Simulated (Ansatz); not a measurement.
Cost and result up the ladder for Hg₁₀Te₁₀ (20 atoms). Total charge 0; singlet. Geometry: PBE-D4/def2-SVP.

```xyz
20

Hg   -1.261   -2.896    2.909
Hg   -2.728    2.354   -2.082
Hg    0.852    1.835   -3.023
Hg   -0.173    0.821    3.155
Hg    2.832    0.404    0.664
Hg    0.408    3.135    0.167
Hg   -2.756    0.226    1.008
Hg   -1.586   -0.922   -2.367
Hg    1.924   -3.265    1.044
Hg    2.148   -1.523   -2.424
Te   -0.824    4.134   -2.684
Te   -1.599    2.975    1.989
Te   -2.779   -0.770    3.682
Te    2.870    2.624   -1.038
Te   -4.217    0.163   -1.496
Te    0.526   -0.577   -4.451
Te    2.215   -0.537    3.194
Te    0.284   -5.021    2.316
Te    3.990   -2.230   -0.554
Te   -0.126   -0.930   -0.007
```

Ansatz on 5 threads of AMD EPYC 7R13 on a shared host and a share (37 GiB) of an NVIDIA H100 80GB HBM3. Times are rough, and most runs start from the orbitals of an earlier one. PBE0-D4/def2-TZVP serves as the yardstick here, not as an exact answer. Differences are given only for rows in sets of like size (and for xTB, whose basis is part of the method), since another set adds its own error. Binding counts from free atoms at the same level (Hg singlet, Te triplet; other spins of the atoms weren't run), without zero-point energy or a counterpoise term.

In the def2 sets Hg, Te take a core potential; there is no spin–orbit coupling. Correlated methods freeze 40 core orbitals; core or outer-core shells of Hg, Te are correlated, in sets that lack core-valence functions. The rows differ in basis, and correlated rows in double-zeta sets carry the largest basis error. Single mean-field runs in def2-SVP, def2-TZVP are fitted with def2-universal-jkfit.

Correlated methods converge slowly with the basis, most of all in double-zeta sets.

```csv
level,functions,wall time,binding energy per atom (eV),difference from PBE0-D4/def2-TZVP (eV)
PBE-D4/def2-SVP,580,8 s,1.34,–
PBE0-D4/def2-SVP,580,8 s,1.29,–
PBE-D4/def2-TZVP (with forces),930,11 s,1.45,0.04
MP2/def2-SVP,580,12 s,1.09,–
r2SCAN-D4/def2-TZVP,930,14 s,1.37,-0.04
B97M-V/def2-TZVP,930,15 s,1.26,-0.15
PBE0-D4/def2-TZVP,930,20 s,1.40,0.00
```
